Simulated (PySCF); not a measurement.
Structure problem from calculated spectra and properties.

Formula: C2H3Cl3Si.

- UV, first state: lowest singlet excitation: 6.58 eV (188 nm, f = 0.006) [TDDFT B3LYP/def2-SVPD]
- Polarisability: 88.2 au [B3LYP/def2-SVPD]
- UV, strongest line: among the 8 lowest singlet transitions: S3 at 6.95 eV (179 nm, f = 0.280) [TDDFT B3LYP/def2-SVPD]
- Triplet: lowest triplet excitation (Tamm–Dancoff): 4.35 eV [TDA B3LYP/def2-SVPD]
- Dipole: 1.92 D [B3LYP/def2-SVPD]
- Rotational structure: rotational constants A, B, C: 1.427, 1.234, 1.162 GHz [GFN2-xTB]
- XPS: Si2p3/2 109.2, Cl2p3/2 206.6 (×3), C1s 290.8, C1s 291.1, Si1s 1849.3, Cl1s 2829.2 (×3) eV [ΔSCF SCAN, pcX-2 on the ionised atom, pcseg-1 elsewhere, spin-free X2C, 2p3/2 from a spin–orbit splitting computed afterwards within the 2p shell]

Gas-phase values; electronic properties from PySCF, density fitting. Levels stand in brackets. Geometry: GFN2-xTB; no solvent, vibrations or thermal averaging.

Q: What is the compound? Reason from the data.

A: Numbering: `[CH2:1]=[CH:2][Si:3]([Cl:4])([Cl:5])[Cl:6]`. Its formula, C2H3Cl3Si, gives 1 degree of unsaturation: 0 rings and 1 π bond in the structure found. The core levels belong to: Si2p3/2 109.2 eV, chlorine-bound silicon [Si3]; Cl2p3/2 206.6 eV, silicon-bound chlorine [Cl4/Cl5/Cl6]; C1s 290.8 eV, alkene CH carbon [C2]; C1s 291.1 eV, terminal =CH2 carbon [C1]; Si1s 1849.3 eV, chlorine-bound silicon [Si3]; Cl1s 2829.2 eV, silicon-bound chlorine [Cl4/Cl5/Cl6]. One atom of each topological class was ionised and stands for its class. The optimised geometry has point group Cs and is an asymmetric top. Structure: `C=C[Si](Cl)(Cl)Cl`. The assignments are read from this structure; whether some other isomer fits the data as well wasn't checked.

The values belong to the conformer `[CH2:1]=[CH:2][Si:3]([Cl:4])([Cl:5])[Cl:6]`: C1–C2–Si3–Cl4 1°.
